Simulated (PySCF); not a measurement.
Compound: C6H6F3 (doublet state).
Structure used (GFN2-xTB), in Å, numbered top down from 1:
```
atom  x, y, z in Å
C1     2.9940    0.3447    0.3971
C2     1.6789   -0.0481   -0.0466
C3     0.5763   -0.3844   -0.3766
C4    -0.7536   -0.7555   -0.8247
F5    -0.8104   -0.7730   -2.2082
C6    -1.8101    0.2444   -0.3189
C7    -1.8721    0.2292    1.1591
F8    -2.4364    1.2695    1.7844
F9    -2.2366   -0.9087    1.7692
H10    3.6422   -0.5279    0.4647
H11    3.4245    1.0552   -0.3072
H12    2.9242    0.8142    1.3775
H13   -0.9991   -1.7767   -0.4988
H14   -2.7778   -0.0278   -0.7693
H15   -1.5486    1.2529   -0.6462
```

The hyperfine couplings belong to this conformer and change with its torsions.

Identity: `C(#C[C@H](F)C[C](F)F)C` [radical].

Computed with UKS B3LYP, pcH-1 on C F H, non-relativistic, mean-field spin-orbit, GIAO in PySCF. One conformer (not necessarily the lowest) at the GFN2-xTB geometry, without solvent, vibrations or thermal averaging. The geometry wasn't refined by DFT: couplings that depend on bond lengths, twists or pyramidal angles can differ widely from those at the functional's own minimum. Stability of the SCF solution: not tested.

Q: Where do the isotropic ENDOR lines of F8/F9, F5, H14, H15, H13 and H10/H11/H12 fall at 1216.7 mT, to first order?

A: ν± = |νn ± a/2|, one line for each electron-spin manifold; νn = |g_N| × 7.62259 MHz/T × B.

| nuclei | isotope | g_N | νn (MHz) | a_iso (MHz) | lower line (MHz) | upper line (MHz) |
| --- | --- | --- | --- | --- | --- | --- |
| F8/F9 | 19F | 5.2577 | 48.76 | 228.80 | 65.64 | 163.16 |
| F5 | 19F | 5.2577 | 48.76 | -5.38 | 46.07 | 51.45 |
| H14 | 1H | 5.5857 | 51.80 | 104.43 | 0.41 | 104.02 |
| H15 | 1H | 5.5857 | 51.80 | 5.35 | 49.13 | 54.48 |
| H13 | 1H | 5.5857 | 51.80 | -1.18 | 51.22 | 52.39 |
| H10/H11/H12 | 1H | 5.5857 | 51.80 | 0.75 | 51.43 | 52.18 |

Q: Which pairs are centred on the nuclear Larmor frequency, and which on half the coupling?

A: Centred on νn, since |a| < 2νn: F5, H15, H13 and H10/H11/H12. Centred on |a|/2 and split by 2νn: F8/F9 and H14.

Nuclei that the bonding pattern makes equivalent are averaged, as if the motion that swaps them (rotation, inversion, ring flip) were fast.
